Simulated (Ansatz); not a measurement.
`OC(F)S[SiH3]` → `OC(S)[SiH2]F`  (isomerisation)

Isolated molecules relaxed with PBE0-D4/def2-TZVP in Ansatz; ΔE leaves out vibrations. CCSD(T)/CBS adds triple-zeta CCSD(T) − MP2 to the extrapolated MP2 energy (def2 sets, frozen cores). Functionals use def2-TZVPP. One conformer a species, not always the lowest.

```
             level  ΔE (kJ/mol)  difference from CCSD(T)/CBS
         r2SCAN-D4       -101.0                         14.5
           ωB97M-V       -107.4                          8.1
            B2PLYP       -111.7                          3.8
            r2SCAN       -100.9                         14.6
    MP2/def2-TZVPP       -117.7                         -2.2
SCS-MP2/def2-TZVPP       -116.6                         -1.1
   CCSD/def2-TZVPP       -113.9                          1.6
     HF/def2-QZVPP       -113.5                          2.0
     MP2/CBS(def2)       -122.0                         -6.5
    CCSD/CBS(def2)       -118.1                         -2.6
       CCSD(T)/CBS       -115.5                            0
```

Largest T1 diagnostic among the species: 0.012.

From PBE to PBE0 (25 % exact exchange), in def2-TZVPP and without D4, ΔE moves by −4.6 kJ/mol.
